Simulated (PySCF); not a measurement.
Isomers of C8H10O2. Computed with PBE0-D3(BJ)/def2-SVP geometry optimisation, gas phase (PySCF). Energies are electronic, without zero-point or thermal terms, for one conformer each. No frequencies were run at this level. Point groups hold within 0.08 Å.

Question: Order them by energy at this level, lowest first, and give relative energies in kcal/mol.
A. `[CH3:1][CH2:2][O:3][c:4]1[cH:5][cH:6][c:7]([OH:8])[cH:9][cH:10]1` with C1–C2–O3–C4 77°, C2–O3–C4–C5 -175°, C6–C7–O8–H 0°
B. `[CH2:1]=[CH:2][C:3](=[CH2:4])/[CH:5]=[C:6](\[CH3:7])[O:8][CH:9]=[O:10]` with C1–C2–C3–C4 177°, C2–C3–C5–C6 -73°, C5–C6–O8–C9 -4°, C6–O8–C9–O10 1°
C. `[CH3:1][O:2][c:3]1[cH:4][cH:5][cH:6][cH:7][c:8]1[O:9][CH3:10]` with C1–O2–C3–C4 0°, C7–C8–O9–C10 0°

Answer: A (0.0), C (13.2), B (37.4).

As drawn, the lowest has an aromatic ring and an O–H bond, which the highest lacks; the highest has a C=O bond, a C(=O)–O unit and a C=C bond outside aromatic rings, which the lowest lacks.

| SMILES | E (Eh) | E rel (kcal/mol) | dipole (D) | point group | A, B, C (MHz) |
| --- | --- | --- | --- | --- | --- |
| CCOc1ccc(O)cc1 | -460.46299 | 0.0 | 0.55 | C1 | 3639, 727.1, 641.3 |
| COc1ccccc1OC | -460.44193 | 13.2 | 0.02 | C2v | 1664, 1357, 754.8 |
| C=CC(=C)/C=C(\C)OC=O | -460.40342 | 37.4 | 2.04 | C1 | 2046, 813.8, 759.8 |
